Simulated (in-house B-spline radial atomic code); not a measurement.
Configurations of La⁷⁺, with energies counted from [Kr] 4d10 5s2 5p2. Method: Dirac-Hartree-Fock, average of configuration, Fermi nucleus of rms radius 4.855 fm. Calculated with an all-electron radial atomic-structure program (B-spline basis). Energies include first-order Breit, QED and recoil terms.

Occupations are held fixed; configurations that lie above the ionisation limit could autoionise.

| configuration | E - E(ref) (eV) | highest orbital | its <r> (bohr) |
| --- | --- | --- | --- |
| [Kr] 4d10 5s2 5p1 8s1 | 76.819 | 8s1/2 | 6.349 |
| [Kr] 4d10 5s2 5p1 9d1 | 87.421 | 9d5/2 | 10.37 |
| [Kr] 4d10 5s1 5p2 6g1 | 97.114 | 6g7/2 | 5.301 |
| [Kr] 4d10 5s1 5p2 9f1 | 109.15 | 9f7/2 | 12.15 |
| [Kr] 4d10 5s1 5p2 9g1 | 110.86 | 9g7/2 | 13.61 |
| [Ar] 3d9 4s2 4p6 4d10 5s2 5p2 7s1 | 905.94 | 7s1/2 | 4.292 |
| [Ar] 3d9 4s2 4p6 4d10 5s2 5p2 5g1 | 908.97 | 5g7/2 | 3.279 |
| [Ar] 3d9 4s2 4p6 4d10 5s2 5p2 8s1 | 918.29 | 8s1/2 | 6.277 |
| [Ar] 3d9 4s2 4p6 4d10 5s2 5p2 6g1 | 919.72 | 6g7/2 | 5.273 |

Question: Order these further configurations by energy, lowest first.
A. [Kr] 4d10 5s1 5p2 8g1
B. [Ar] 3d9 4s2 4p6 4d10 5s2 5p2 9s1
C. [Kr] 4d10 5s2 5p1 7d1
D. [Kr] 4d9 5s2 5p2 5g1
E. [Kr] 4d9 5s2 5p2 9s1

Answer: C (74.211 eV), A (107.94 eV), D (165.95 eV), E (182.56 eV), B (925.5 eV).

Question: How far above the reference does [Kr] 4d9 5s2 5p2 8g1 lie?

Answer: 187.57 eV; its least bound orbital is 8g7/2 with <r> = 10.42 bohr.

Question: How far above the reference does [Kr] 4d10 5s1 5p2 8d1 lie?

Answer: 101.42 eV; its least bound orbital is 8d5/2 with <r> = 7.705 bohr.

Question: How far above the reference does [Ar] 3d9 4s2 4p6 4d10 4f1 5s2 5p2 lie?

Answer: 844.91 eV; its least bound orbital is 4f7/2 with <r> = 0.9071 bohr.
